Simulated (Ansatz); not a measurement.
Reaction (hydrogenolysis of a Zn–N bond): `[F][Zn][N]([SiH3])[SiH3]` + H₂ → `[F][ZnH]` + `[SiH3]N[SiH3]`

Calculated with Ansatz (gas phase, PBE0-D4/def2-TZVP geometries, no zero-point term in ΔE). CCSD(T)/CBS is the MP2 limit (def2-TZVPP, def2-QZVPP) plus CCSD(T) − MP2 in def2-TZVPP, frozen cores. This one scheme is used for every species. DFT in def2-TZVPP. For Zn outer-core shells are correlated without core-valence functions, which leaves a few kJ/mol of doubt a bond. Scalar relativity is left out up to krypton. Each species was taken in one conformer, which may not be the lowest.

```
       level  ΔE (kJ/mol)
CAM-B3LYP-D4         -7.8
 HF/def2-SVP        -12.2
```

What does CCSD(T)/CBS give? (An estimate is asked.)

Computed: +10.0 kJ/mol. The listed levels differ from it by -17.8, -22.2 kJ/mol.

Largest T1 diagnostic among the species: 0.018.

From r2SCAN to r2SCAN0 (25 % exact exchange), in def2-TZVPP and without D4, ΔE moves by −3.1 kJ/mol. Leaving LDA and LC-ωPBE aside and taking each functional with its dispersion term where it has one, the values, not all of them listed here, spread over 14.3 kJ/mol, from B97M-V to PBE-QIDH.

CCSD(T)/CBS has its own doubt, a few kJ/mol and more with outer-core shells, so smaller differences from it don't rank the levels.
